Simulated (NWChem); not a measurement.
Molecule: InH₂I; SMILES [I][InH2]

Results from NWChem. All runs use the structure optimised with PBE-D3(BJ)/def2-SVP. def2 effective core potentials on In, I; no spin-orbit coupling. Ions are spin-unrestricted doublets at the neutral geometry; other ion states weren't tried.

Task: Among these, which level gives the highest value of “−ε(HOMO) (eV)”?
A) BHandHLYP/def2-SVP
B) B3LYP/def2-SVP
C) PBE0/def2-SVP
D) LDA (Slater exchange, VWN5)/def2-SVP

Result: A, BHandHLYP/def2-SVP. Values: LDA (Slater exchange, VWN5)/def2-SVP 6.19; B3LYP/def2-SVP 6.91; PBE0/def2-SVP 7.19; BHandHLYP/def2-SVP 8.10
